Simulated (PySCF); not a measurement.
Shifts of the heteroatoms

Mapped SMILES: `[CH2:1]=[C:2]([O:3][CH3:4])[SiH2:5]/[N:6]=[CH:7]/[CH:8]=[O:9]`. Each H is labelled by its parent atom. Ha(C1) is cis to O3; Hb(C1) is trans to O3.

- PBE0/pcSseg-1 with gauge-including orbitals
- GFN2-xTB geometry
- code: PySCF 2.14
- no solvent model, no relativistic terms, one computed conformer, rapidly exchanging positions averaged

Question: Where does $^{29}$Si resonate?

Answer: 
| atoms | environment | σ (ppm) | δ (ppm) |
| --- | --- | --- | --- |
| Si5 | silicon bonded to C, N, 2 H | 390.7 | -41.2 |

Shieldings were converted by a linear fit to measured shifts: $^{29}$Si (scatter 8.9 ppm rms, 25.8 ppm with the 6 outliers that the fit left out vs TMS, solution or neat liquid). Occasional misses reach two or three times the rms, and more in compound classes unlike the fitted ones.

On a 500 MHz spectrometer $^{29}$Si resonates near 99.3 MHz, so 1 ppm is 99.3 Hz.

Question: Where does $^{15}$N resonate?

Answer: 
| atoms | environment | σ (ppm) | δ (ppm) |
| --- | --- | --- | --- |
| N6 | imine nitrogen | -176.8 | 14.9 |

Shieldings were converted by a linear fit to measured shifts: $^{15}$N: δ = -148.07 − 0.921σ (rms 6.3 ppm, 71 shifts vs CH3NO2, solution or neat liquid). Occasional misses reach two or three times the rms, and more in compound classes unlike the fitted ones.

On a 300 MHz spectrometer $^{15}$N resonates near 30.4 MHz, so 1 ppm is 30.4 Hz.

Question: What are the $^{17}$O shifts?

Answer: 
```
atoms      environment  σ (ppm)  δ (ppm)
   O9  aldehyde oxygen   -399.3    630.4
   O3     ether oxygen    212.6     73.1
```

Shieldings were converted by a linear fit to measured shifts: $^{17}$O (scatter 10.7 ppm rms, 12.2 ppm with the 3 outliers that the fit left out vs liquid water, solution or neat liquid). Occasional misses reach two or three times the rms, and more in compound classes unlike the fitted ones.

On a 500 MHz spectrometer $^{17}$O resonates near 67.8 MHz, so 1 ppm is 67.8 Hz.
